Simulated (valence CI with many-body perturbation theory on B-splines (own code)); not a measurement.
# V III: electric-dipole lines

Method: relativistic CI+MBPT: three valence electrons over a frozen Dirac-Fock core [Ar], a basis of 9 s, 9 p, 10 d, 8 f, 5 g, 3 h, 1 i functions for each j, with the one-electron correlation potential Σ1, the two-electron term Σ2, the three-electron term Σ3, Breit, model QED; selected CI, second order for the rest, scaled by the run's own slope (own B-spline code, finite nucleus).

Set against measurement, 63 paired levels are off by 855 cm⁻¹ on average, the worst by 1608. These come from a selection out of Sugar and Corliss, J. Phys. Chem. Ref. Data 7, 1191 (1978). Levels without a partner in it may be off by more, other configurations by 1,000 to 8,000 cm⁻¹. 1 measured level below the end of the list, from 89458 cm⁻¹ on, found no clear computed partner, and computed levels of the same name lie up to 1940 cm⁻¹ from them.

Lines 151 to 200 of 264 in falling wavelength, among levels below 102228 cm⁻¹, chosen from the strongest by gf and those to the six lowest levels. Wavelengths and rates use the calculated energies, so an error of 900 cm⁻¹ moves a line at 1224 Å by 1.1 % and its rate by three times that or more. Electric multipoles are in the length gauge, E1 and E2 with the static RPA response of the core. Weak lines are less certain than strong ones. Lines between different terms over intervals too small for the method are left out, as are lines whose strength nearly cancels. Where a level lies close to another of its J and parity, the split of strength between their lines is uncertain. The highest levels of a list are the least certain.

Names give the largest LS component (configuration and term), which can be under half, so a name can repeat, a term be missing and a line seem to break the LS rules; names also repeat where a configuration has a term twice. Letters in brackets count levels of one name in rising energy.

```tsv
λ vac (Å)	λ from measured levels	Upper	Lower	A (s⁻¹)	S (a.u.) with core polarisation	S without
1224	1203	3d²4p ²D°_3/2 [b]	3d³ ²D_5/2 [a]	6.02e+07	2.18e-01	2.38e-01
1223	1202	3d²4p ²D°_3/2 [b]	3d³ ²D_3/2 [a]	1.71e+08	6.17e-01	6.72e-01
1221	1202	3d²4p ²S°_1/2	3d³ ⁴P_1/2	1.08e+06	1.94e-03	2.15e-03
1220	1199	3d²4p ²D°_5/2 [b]	3d³ ²D_5/2 [a]	1.80e+08	9.65e-01	1.05e+00
1207	1187	3d²4p ²D°_5/2 [b]	3d³ ²P_3/2	4.18e+07	2.17e-01	2.39e-01
1194	1174	3d²4p ⁴G°_5/2	3d³ ⁴F_7/2	3.66e+04	1.84e-04	2.04e-04
1192	1172	3d²4p ⁴G°_7/2	3d³ ⁴F_9/2	1.56e+05	1.04e-03	1.15e-03
1191	1171	3d²4p ⁴G°_5/2	3d³ ⁴F_5/2	3.12e+06	1.56e-02	1.71e-02
1189	1169	3d²4p ⁴G°_5/2	3d³ ⁴F_3/2	6.79e+07	3.38e-01	3.70e-01
1189	1169	3d²4p ⁴G°_7/2	3d³ ⁴F_7/2	1.22e+06	8.12e-03	8.84e-03
1186	1167	3d²4p ⁴G°_9/2	3d³ ⁴F_9/2	1.60e+04	1.31e-04	1.35e-04
1186	1166	3d²4p ⁴G°_7/2	3d³ ⁴F_5/2	7.31e+07	4.81e-01	5.27e-01
1186	1166	3d²4p ⁴S°_3/2	3d³ ⁴P_5/2	3.89e+08	1.28e+00	1.39e+00
1183	1164	3d²4p ⁴S°_3/2	3d³ ⁴P_3/2	2.91e+08	9.51e-01	1.04e+00
1183	1163	3d²4p ⁴G°_9/2	3d³ ⁴F_7/2	7.57e+07	6.18e-01	6.77e-01
1182	1163	3d²4p ⁴S°_3/2	3d³ ⁴P_1/2	1.55e+08	5.06e-01	5.53e-01
1179	1160	3d²4p ⁴G°_11/2	3d³ ⁴F_9/2	7.11e+07	6.90e-01	7.55e-01
1178		3d²4p ²G°_9/2 [b]	3d³ ²H_11/2	7.13e+08	5.76e+00	6.29e+00
1178	1159	3d²4p ²P°_3/2	3d³ ⁴P_5/2	9.74e+07	3.14e-01	3.43e-01
1177		3d²4p ²G°_7/2 [b]	3d³ ²H_9/2	7.46e+08	4.81e+00	5.25e+00
1175	1155	3d²4p ⁴F°_3/2	3d³ ⁴F_5/2	1.08e+08	3.46e-01	3.78e-01
1175	1155	3d²4p ⁴F°_5/2	3d³ ⁴F_7/2	9.27e+07	4.45e-01	4.87e-01
1175	1155	3d²4p ²P°_3/2	3d³ ⁴P_1/2	2.21e+07	7.08e-02	7.72e-02
1174	1154	3d²4p ⁴F°_7/2	3d³ ⁴F_9/2	5.38e+07	3.44e-01	3.76e-01
1173	1153	3d²4p ⁴F°_3/2	3d³ ⁴F_3/2	5.41e+08	1.72e+00	1.89e+00
1172	1157	3d²4p ²F°_5/2 [b]	3d³ ²G_7/2	7.06e+08	3.37e+00	3.68e+00
1172	1152	3d²4p ⁴F°_5/2	3d³ ⁴F_5/2	4.83e+08	2.30e+00	2.52e+00
1171	1151	3d²4p ⁴F°_7/2	3d³ ⁴F_7/2	5.28e+08	3.35e+00	3.66e+00
1170	1151	3d²4p ²P°_1/2	3d³ ⁴P_1/2	8.49e+04	1.34e-04	1.48e-04
1170	1150	3d²4p ⁴F°_5/2	3d³ ⁴F_3/2	8.03e+07	3.81e-01	4.17e-01
1170	1150	3d²4p ⁴F°_9/2	3d³ ⁴F_9/2	6.15e+08	4.85e+00	5.31e+00
1169	1154	3d²4p ²F°_7/2 [b]	3d³ ²G_9/2	6.73e+08	4.25e+00	4.64e+00
1168	1148	3d²4p ⁴F°_7/2	3d³ ⁴F_5/2	7.60e+07	4.78e-01	5.24e-01
1166	1147	3d²4p ⁴F°_9/2	3d³ ⁴F_7/2	4.41e+07	3.45e-01	3.78e-01
1166	1151	3d²4p ²F°_7/2 [b]	3d³ ²G_7/2	2.93e+07	1.83e-01	2.01e-01
1162	1142	3d²4p ²F°_5/2 [a]	3d³ ⁴F_7/2	1.05e+07	4.89e-02	5.36e-02
1159	1140	3d²4p ²F°_5/2 [a]	3d³ ⁴F_5/2	6.97e+05	3.22e-03	3.56e-03
1159	1140	3d²4p ²F°_7/2 [a]	3d³ ⁴F_9/2	2.80e+07	1.72e-01	1.89e-01
1158	1142	3d²4p ⁴D°_1/2 [b]	3d³ ⁴P_1/2	5.27e+07	8.08e-02	8.89e-02
1157	1138	3d²4p ²F°_5/2 [a]	3d³ ⁴F_3/2	1.83e+06	8.40e-03	9.17e-03
1157	1141	3d²4p ⁴D°_3/2 [b]	3d³ ⁴P_1/2	2.42e+07	7.41e-02	8.16e-02
1156	1137	3d²4p ²F°_7/2 [a]	3d³ ⁴F_7/2	5.65e+06	3.45e-02	3.79e-02
1155		3d²4p ⁴D°_5/2 [b]	3d³ ²G_7/2	2.89e+07	1.32e-01	1.44e-01
1153	1136	3d²4p ²D°_3/2 [b]	3d³ ⁴P_1/2	5.32e+06	1.61e-02	1.77e-02
1153	1134	3d²4p ²F°_7/2 [a]	3d³ ⁴F_5/2	1.96e+06	1.19e-02	1.30e-02
1150	1138	3d²4p ²D°_5/2 [b]	3d³ ²G_7/2	3.22e+06	1.45e-02	1.58e-02
1150	1134	3d²4p ⁴D°_7/2 [b]	3d³ ⁴P_5/2	5.66e+07	3.40e-01	3.74e-01
1150	1131	3d²4p ²D°_3/2 [a]	3d³ ⁴F_5/2	1.13e+08	3.39e-01	3.71e-01
1148	1137	3d²4p ⁴D°_7/2 [b]	3d³ ²G_7/2	1.39e+06	8.31e-03	9.11e-03
1148	1129	3d²4p ²D°_3/2 [a]	3d³ ⁴F_3/2	9.72e+05	2.90e-03	3.23e-03
```
